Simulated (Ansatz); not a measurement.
AlGe₂₄PH₃₀, a doped nanocrystal cut from the lattice of germanium (Al and P 4.7 A apart), 56 atoms. Hardware: 11 threads of AMD EPYC 7R13 on a shared host and a whole NVIDIA H100 80GB HBM3.

The 6-31G sets use Cartesian d functions. Single mean-field runs in 6-31G, def2-SVP, def2-TZVP are fitted with def2-universal-jkfit.

(1) How many basis functions does each of these Ansatz runs have, and roughly what does it cost? HF/6-31G, charge 0 singlet, energy; r2SCANh-D4/def2-SVP, charge 1 doublet at the geometry of the charge 0 singlet, energy, from earlier orbitals; PBE-D4/def2-SVP, charge 0 singlet, relaxation, 8 steps; PBE0-D4/def2-SVP, charge 1 doublet at the geometry of the charge 0 singlet, energy; PBE-D4/def2-SVP, charge 1 doublet at the geometry of the charge 0 singlet, energy, from earlier orbitals; r2SCANh-D4/def2-SVP, charge 0 singlet, energy and forces, from earlier orbitals; B3LYP-D4/6-31G, charge 0 singlet, energy; PBE0-D4/def2-TZVP, charge 0 singlet, energy, from earlier orbitals; PBE0-D4/def2-SVP, charge -1 doublet at the geometry of the charge 0 singlet, energy; r2SCANh-D4/def2-SVP, charge -1 doublet at the geometry of the charge 0 singlet, energy, from earlier orbitals; PBE0-D4/def2-SVP, charge 0 singlet, energy, from earlier orbitals; PBE-D4/def2-TZVP, charge 0 singlet, energy, from earlier orbitals.

Results:

(1) Other jobs shared the machine, so times can vary by a factor of up to 3.

| run | functions | fitting or Cholesky vectors | wall time | peak host memory (GiB) |
| --- | --- | --- | --- | --- |
| HF/6-31G, charge 0 singlet, energy | 782 | 7180 | 8 s | 1.7 |
| B3LYP-D4/6-31G, charge 0 singlet, energy | 782 | 7180 | 8.5 s | 1.7 |
| PBE-D4/def2-TZVP, charge 0 singlet, energy, from earlier orbitals | 1406 | 7180 | 8.5 s | 2 |
| PBE0-D4/def2-SVP, charge 0 singlet, energy, from earlier orbitals | 954 | 7180 | 14 s | 1.8 |
| PBE-D4/def2-SVP, charge 1 doublet at the geometry of the charge 0 singlet, energy, from earlier orbitals | 954 | 7180 | 15 s | 1.8 |
| r2SCANh-D4/def2-SVP, charge 0 singlet, energy and forces, from earlier orbitals | 954 | 7180 | 20 s | 15 |
| PBE0-D4/def2-TZVP, charge 0 singlet, energy, from earlier orbitals | 1406 | 7180 | 22 s | 2 |
| PBE0-D4/def2-SVP, charge -1 doublet at the geometry of the charge 0 singlet, energy | 954 | 7180 | 33 s | 1.9 |
| r2SCANh-D4/def2-SVP, charge -1 doublet at the geometry of the charge 0 singlet, energy, from earlier orbitals | 954 | 7180 | 38 s | 2.2 |
| PBE-D4/def2-SVP, charge 0 singlet, relaxation, 8 steps | 954 | 7180 | 39 s | 1.9 |
| r2SCANh-D4/def2-SVP, charge 1 doublet at the geometry of the charge 0 singlet, energy, from earlier orbitals | 954 | 7180 | 57 s | 2.3 |
| PBE0-D4/def2-SVP, charge 1 doublet at the geometry of the charge 0 singlet, energy | 954 | 7180 | 57 s | 1.9 |
